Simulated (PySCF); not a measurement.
CH5BF2O2Si, singlet, geometry from GFN2-xTB. Base run: PySCF with PBE/6-31G, polarisability.

Here is a job for PySCF.
```python
from pyscf import gto, scf, dft
from pyscf.prop import polarizability

mol = gto.M(
    atom='''
Si    1.30620567    0.44036847   -0.23447133
F     0.67211147    1.89616619    0.01792442
F     1.62572314   -0.04275737    1.25720945
C    -0.00220974   -0.64697672   -1.03543075
B    -1.37255018   -0.74007114   -0.17520850
O    -1.89279341   -1.92122633    0.21707972
O    -2.07375951    0.35521719    0.16928056
H     2.57306418    0.64000195   -0.89710719
H    -0.24324090   -0.22974145   -2.01483479
H     0.40727741   -1.63939055   -1.22475995
H    -1.40888704   -2.70985413   -0.01822010
H    -1.68717160    1.20343544   -0.04093928
''',
    basis='6-31g',
    verbose=4,
)

mf = dft.RKS(mol)
mf.xc = 'pbe'
mf.kernel()
alpha = mf.Polarizability().polarizability()[2, 2]
print('alpha_zz =', alpha)
```

The base run was repeated with changes; each row names its change, and settings that it needs were set with it.

| change | alpha_zz (bohr³) | basis functions | core-seconds (rough) |
|---|---|---|---|
| base | 36.78 | 77 | 50 |
| basis = STO-3G | 19.51 | 44 | 30 |
| basis = def2-SVP | 40.46 | 127 | 70 |
| finite field (a.u.) = 0.005; conv_tol = 1e-11 | 36.79 | 77 | 40 |
| basis = 6-31G* | 38.95 | 112 | 70 |
| functional = camb3lyp | 34.44 | 77 | 80 |
| functional = hf | 31.32 | 77 | 4 |
| basis = cc-pVDZ | 41.21 | 127 | 70 |
| basis = 6-31+G* | 48.60 | 140 | 90 |
| finite field (a.u.) = 0.001; conv_tol = 1e-11 | 36.78 | 77 | 40 |
| finite field (a.u.) = 2e-4; conv_tol = 1e-11 | 36.78 | 77 | 40 |
| functional = lda,vwn | 37.03 | 77 | 20 |

Finite-field rows take the second difference of the energy in a field along z; a small field with loose convergence shows SCF noise divided by the square of the field, and a large one adds hyperpolarisability.
